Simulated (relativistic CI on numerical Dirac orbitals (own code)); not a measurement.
Hf16+: q coefficients and field-shift factors

Calculated at this level of theory: Dirac-Coulomb-Breit CI, KLI orbitals optimised for each configuration, derivatives by finite differences, unscaled Slater integrals, QED left out (own radial code, finite nucleus).

Configurations in the expansion (outside the closed core [Ar] 3d10 4p6): 4s2 4d10 4f10, 4s2 4d10 4f8 5s2, 4s2 4d9 4f11, 4s 4d10 4f11, 4d10 4f12. Levels of other configurations are missing.

With x = (α/α₀)² − 1 an excitation energy changes as ω = ω₀ + qx; K = 2q/ω₀ is the relative enhancement. Terms are leading LS components, so labels can repeat. The field-shift factor is F = δν/δ⟨r²⟩ for the transition from the lowest level.

Lowest level 4s2 4d10 4f10 5I_8.

| Level | ω₀ (cm⁻¹) | q (cm⁻¹) | K | F (GHz/fm²) |
| --- | --- | --- | --- | --- |
| 4s2 4d10 4f10 5I_7 | 11355.6 | 11580 | 2.04 | 0.963 |
| 4s2 4d10 4f10 5I_6 | 18710.9 | 16010 | 1.71 | 1.7 |
| 4s2 4d10 4f10 5I_5 | 23748.7 | 16760 | 1.41 | 1.67 |
| 4s2 4d10 4f10 5I_4 | 28229.4 | 21610 | 1.53 | 2.01 |
| 4s2 4d10 4f10 5F_5 | 30859.9 | 2178 | 0.141 | 3.12 |
| 4s2 4d10 4f8 5s2 7F_6 | 34768.1 | -497500 | -28.6 | 686 |
| 4s2 4d10 4f10 5S_2 | 35655.0 | 697.1 | 0.0391 | 1.55 |
| 4s2 4d10 4f10 3K_8 | 37038.2 | 6018 | 0.325 | 0.611 |
| 4s2 4d10 4f10 5F_4 | 37804.8 | -17650 | -0.934 | 20.5 |
| 4s2 4d10 4f8 5s2 7F_5 | 41422.5 | -462300 | -22.3 | 683 |
| 4s2 4d10 4f10 5F_2 | 42204.7 | 8511 | 0.403 | 3.66 |
| 4s2 4d10 4f10 5F_3 | 42240.0 | -24130 | -1.14 | 17.2 |
| 4s2 4d10 4f10 5G_6 | 43756.7 | -25690 | -1.17 | 33.5 |
| 4s2 4d10 4f8 5s2 7F_4 | 44501.4 | -469800 | -21.1 | 684 |
| 4s2 4d10 4f10 5F_1 | 45179.5 | 9638 | 0.427 | 3.6 |
| 4s2 4d10 4f10 3G_5 | 46747.2 | -41480 | -1.77 | 28.6 |
| 4s2 4d10 4f10 3K_7 | 47485.2 | 14930 | 0.629 | 1.32 |
| 4s2 4d10 4f8 5s2 7F_3 | 47580.1 | -474100 | -19.9 | 696 |
| 4s2 4d10 4f8 5s2 7F_2 | 49350.1 | -497400 | -20.2 | 705 |
| 4s2 4d10 4f10 3G_4 | 50410.7 | -18210 | -0.722 | 17.1 |
| 4s2 4d10 4f10 3L_9 | 50737.4 | 5471 | 0.216 | 3.61 |
| 4s2 4d10 4f8 5s2 7F_1 | 50813.0 | -505000 | -19.9 | 709 |
| 4s2 4d10 4f8 5s2 7F_0 | 51445.8 | -507000 | -19.7 | 709 |

At this charge transitions that keep the count of f electrons are usually good to a few per cent. Terms inside the open d or f shell come out 10 to 20 % too wide with unscaled integrals. Levels that differ in their count of f electrons can be misplaced by several ten thousand cm⁻¹, since the correlation energy of f electrons is missing or only estimated; rates across such gaps can be off by orders of magnitude.
